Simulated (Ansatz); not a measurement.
A run for Ansatz (a quantum-chemistry and plane-wave program): U-wB97X-V/def2-TZVPP on MoN, 2S+1 = 4, a spin state set in the input, which need not be the lowest, a point of a bond scan (R = 1.617 Å). Elements past Kr take the def2 small-core potentials; no spin–orbit coupling.

Ansatz 0.2 input:
```yaml
crystal:
  periodic: [false, false, false]
  atoms:
    - {symbol: Mo, position_ang: [0.00000000, 0.00000000, 0.00000000]}
    - {symbol: N, position_ang: [0.00000000, 0.00000000, 1.61682700]}
basis:
  gaussian:
    orbitals: def2-TZVPP
    pivot_positions_ang: [[0.00000000, 0.00000000, 0.00000000], [0.00000000, 0.00000000, 1.61682700]]
hamiltonian:
  xc: {name: wB97X-V}
magnetization: {spin_polarized: true, initial_magnetization: 3}
output: {forces: true, orbitals: {seedname: ./end}}
```

The head of its log:

```
WARN ansatz: RAYON_NUM_THREADS=2 ignored (pool sized by the plan → 2); use --threads N
Functional definition: wB97X-V
integrals: 0.03 GiB planned
497 factors; their error is unknown
integrals: 0.06 GiB planned
135 factors; integrals over basis functions are off by at most 9.4e-6 eV
mean field: 0.42 GiB planned
mean field evaluation 1: about -3333.9074 eV, gradient 4.6e1 eV
mean field evaluation 2: about -3296.8153 eV, gradient 1.0e2 eV
```

Question: What total energy does the run end on?

Answer: -122.8267 hartree.
